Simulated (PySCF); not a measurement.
Ga(H)2(F), SMILES [F][GaH2] (PBE0/def2-SVP optimised geometry):

```
4

Ga    -0.257    -0.225     0.000
H      1.302    -0.225     0.000
H     -1.302    -1.382     0.000
F     -0.971     1.382     0.000
```

Level of theory: PBE0/def2-TZVP in PySCF.

What are the frontier orbital energies and the dipole moment?

HOMO-2 -10.79 eV, HOMO-1 -10.68 eV, HOMO -8.96 eV, LUMO -1.62 eV, LUMO+1 0.19 eV; dipole moment 2.22 D.

On the same geometry PBE/def2-TZVP in PySCF 2.14.0 gives HOMO-2 -9.07 eV, HOMO-1 -8.88 eV, HOMO -7.54 eV, LUMO -2.42 eV, LUMO+1 -0.76 eV; dipole moment 2.05 D.

Meta-Löwdin charges at PBE0/def2-TZVP: Ga1 0.66, H2 -0.07, H3 -0.07, F4 -0.52.
